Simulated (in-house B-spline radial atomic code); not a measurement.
**PBE0 excitations of Tc⁷⁺**

Method: PBE0. Computed with a B-spline radial code for spherical atoms: linear response of the closed shell [Ar] 3d10 4s2 4p6 with the functional's adiabatic kernel; scalar-relativistic (spin-free one-electron X2C), finite nucleus, no spin-orbit coupling, no double excitations, S, P, D and F terms only; shells from n = 2 respond. Only terms of natural parity with L up to 3 were computed.

Command:
```bash
python run_td.py task.json out
```
Settings (radii: box in bohr, nucleus in fm):
```
Z                        43
electrons                36
configuration            [Ar] 3d10 4s2 4p6
hamiltonian              x2c
method                   pbe0
box_radius               12.81
rms_radius               4.41117
intervals                70
```

Run time, properties included: 1.1 s on 1 thread of Intel(R) Xeon(R) 6975P-C (Granite Rapids) (shared host).

The lowest states, in the order of their Tamm-Dancoff energies; the method's threshold (minus the highest occupied level) is 145.00 eV. Labels give the largest channel, * marks a mixed state, and oscillator strengths are full-response dipole values. Semilocal kernels can invert the small singlet-triplet splittings of Rydberg terms. Energies in eV:

```csv
state,full response,Tamm-Dancoff,oscillator strength
4p → 4d 3P,?,?,-
4p → 4d 3F,42.92,43.09,-
4p → 4d 1F,46.17,46.19,-
4p → 4d 1P,56.64,58.65,5.44
4p → 5s 3P,69.45,69.46,-
4p → 5s 1P,70.25,70.27,0.584
4s → 4d 3D,74.66,74.73,-
4p → 5p 3S,78.56,78.58,-
4s → 4d 1D,78.67,78.74,-
4p → 5p 3D,79.49,79.50,-
4p → 5p 1D,80.09,80.11,-
4p → 5p 1S,82.99,83.21,-
4p → 4f 3D,86.30,86.33,-
4p → 4f 1D,90.23,90.40,-
4p → 5d 3P,94.64,94.65,-
4p → 5d 3F,94.88,94.89,-
4p → 5d 1F,95.29,95.29,-
4p → 5d 1P,96.42,96.66,0.00854
4s → 5s 3S,101.10,101.11,-
4s → 5s 1S,?,?,-
4p → 6s 3P,103.03,103.03,-
4p → 6s 1P,103.28,103.29,0.121
```

Question: Where does 4s → 5s 1S lie?

Answer: At 102.57 eV in full response, 102.63 eV in Tamm-Dancoff.

Question: Where does 4p → 4d 3P lie?

Answer: At 42.34 eV in full response, 42.44 eV in Tamm-Dancoff.

Question: How large is the singlet-triplet splitting of 4p → 4d (F terms) in Tamm-Dancoff?

Answer: 3.1 eV, from the unrounded values.

Question: What polarisabilities and dispersion coefficient does the method give?

Answer: Dipole 1.436 bohr³, quadrupole 1.779 bohr⁵, C6 3.558 hartree·bohr⁶ for two such species.
